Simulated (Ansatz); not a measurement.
Reactions of `C[Se][InH][Cl]`.

Program: Ansatz. Geometries: PBE0-D4/def2-TZVP. ΔE: electronic, gas phase. CBS: MP2 limit from def2 TZ/QZ plus the TZ coupled-cluster correction, frozen cores. This one scheme is used for every species, atoms too. DFT in def2-TZVPP. No spin–orbit coupling; open shells (•) take unrestricted orbitals. Spin–orbit coupling would lower the free atoms: a little for C, Cl; clearly for Se; strongly for In. Elements past krypton have def2 core potentials. For I, In, Se, Ti outer-core shells are correlated without core-valence functions, so the limit isn't a true one: a few kJ/mol of doubt a bond, and 10 to 20 or more in all where bonds break to atoms. Scalar relativity is left out up to krypton. One conformer a species, not always the lowest.

```json
{"reaction": "`C[Se][InH][Cl]` → C• + Cl• + 4 H• + In• + Se•", "PBE0-D4 (kJ/mol)": "2387"}
{"reaction": "`C[Se][InH][Cl]` + H₂ → `[Cl][InH][SeH]` + CH₄", "PBE0-D4 (kJ/mol)": "-76"}
{"reaction": "`C[Se][InH][Cl]` + H₂ → `C[SeH]` + `[Cl][InH2]`", "PBE0-D4 (kJ/mol)": "92"}
{"reaction": "`C[Se][InH][Cl]` + HI → `[Cl][InH][I]` + `C[SeH]`", "PBE0-D4 (kJ/mol)": "-32"}
{"reaction": "`C[Se][InH][Cl]` + `[OH][Ti]([SH])([Cl])[Cl]` → `C[S][Ti]([OH])([Cl])[Cl]` + `[Cl][InH][SeH]`", "PBE0-D4 (kJ/mol)": "0"}
{"reaction": "`C[Se][InH][Cl]` + H₂O → `[OH][InH][Cl]` + `C[SeH]`", "PBE0-D4 (kJ/mol)": "86"}
{"reaction": "`C[Se][InH][Cl]` + PH₃ → `C[Se]P` + `[Cl][InH2]`", "PBE0-D4 (kJ/mol)": "89"}
{"reaction": "`C[Se][InH][Cl]` + `[SiH3]Cl` → `C[Se][SiH2]Cl` + `[Cl][InH2]`", "PBE0-D4 (kJ/mol)": "41"}
```

(1) Give the CCSD(T)/CBS values in the same order. (An estimate is asked.)

Largest T1 diagnostic: 0.026, for `[OH][Ti]([SH])([Cl])[Cl]`, so its coupled-cluster energy is less sure.

Results:

(1) The calculation gave: 2405, -73, 101, -32, 0, 83, 98, 50 kJ/mol.
